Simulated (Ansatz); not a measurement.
Mulliken charges of `[SiH3][SnH]([Cl])[I]` from ωB97M-V/def2-TZVPP in Ansatz (PBE0-D4/def2-TZVP geometry).

```csv
atom,x (Å),y (Å),z (Å),charge (e)
Si1,-0.613,1.134,0.559,0.024
Sn2,0.639,-0.762,-0.627,0.564
Cl3,2.160,-1.639,0.915,-0.335
I4,-1.113,-2.714,-1.186,-0.230
H5,-1.637,1.671,-0.371,0.009
H6,-1.247,0.545,1.761,0.019
H7,0.355,2.194,0.934,0.009
H8,1.549,-0.486,-2.041,-0.059
```

By hand: the dipole of these point charges (1 e Å = 4.8032 D).

Σ q r = (-0.249, 0.845, -0.215) e Å, of length 0.907 e Å = 4.36 D.

How does the dipole of the full density compare? (An estimate is asked.)

Computed: (-0.185, 0.607, -0.120) e Å, 3.10 D; the point charges give 1.41 times that, at 3° from its direction.

Point charges leave out the atoms' own dipoles, such as those of lone pairs, and Mulliken's split depends on the basis, so the two needn't agree.
